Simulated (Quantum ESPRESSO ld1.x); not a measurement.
Charge is removed step by step from the 5p (averaged over the sub-levels emptied) level of the iridium ion Ir3+, starting from [Xe] 4f14 5d6. Calculated with ld1.x of Quantum ESPRESSO 7.5: Dirac Kohn-Sham, relativistic LDA (MacDonald-Vosko exchange, VWN5 correlation), spin-unpolarised, spherical densities, point nucleus; open shells are shared between the two j in proportion to 2j + 1.

\begin{tabular}{lrrr}
removed (e) & E - E(0) (eV) & eigenvalue (eV) & E minus straight line (eV) \\ \hline
0 & 0.000 & -86.932 & 0.000 \\
0.25 & 22.241 & -91.003 & -1.556 \\
0.5 & 45.507 & -95.143 & -2.085 \\
0.75 & 69.817 & -99.346 & -1.572 \\
1 & 95.186 & -103.61 & 0.000 \\
\end{tabular}

Removing the whole electron costs 95.186 eV by Delta-SCF, against 86.932 eV from minus the eigenvalue at the starting occupation. Slater's transition state (half an electron removed) gives 95.143 eV. Integrating minus the eigenvalue over the occupation (Janak's theorem) gives 95.185 eV. The mean slope of the eigenvalue, de/dn, is 16.7 eV per electron.
